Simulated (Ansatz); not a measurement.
Cu2Pt⁺, relaxed as a doublet with UKS r2SCAN-D4/def2-TZVP in Ansatz, starting from the r2SCAN-D4/def2-TZVP geometry of the neutral singlet. Force threshold 0.02 eV/Å.

In the def2 sets Pt takes a core potential; there is no spin–orbit coupling. The structure comes from a short search, and lower isomers may exist.

Start:

```xyz
3

Pt    0.0631    1.2936   -0.3782
Cu    0.5725   -0.3823    1.1947
Cu   -0.6356   -0.9113   -0.8166
```

(1) Estimate the energy that the relaxation releases and the steps that it takes.

(2) Does the start keep its bonding and symmetry?

(3) Predict the relaxed structure.

Results:

(1) 1.6 kJ/mol, in 4 steps; 20 s on 4 threads of Arm Neoverse V2 on a shared host. No frequencies were taken in this run, so the end may be a saddle point.

(2) By distances, no bond broke or formed. The bond that changes most is Cu2–Cu3, from 2.41 to 2.46 Å (atoms count from 1). Point group C2v at the start, C2v at the end, both within 0.05 Å.

(3) 
```tsv
atom	x (Å)	y (Å)	z (Å)
Pt1	0.064	1.311	-0.383
Cu2	0.585	-0.385	1.218
Cu3	-0.649	-0.925	-0.835
```
Bond lengths (bridged metal pairs left out): 2 × Cu–Pt 2.39 Å; 1 × Cu–Cu 2.46 Å.
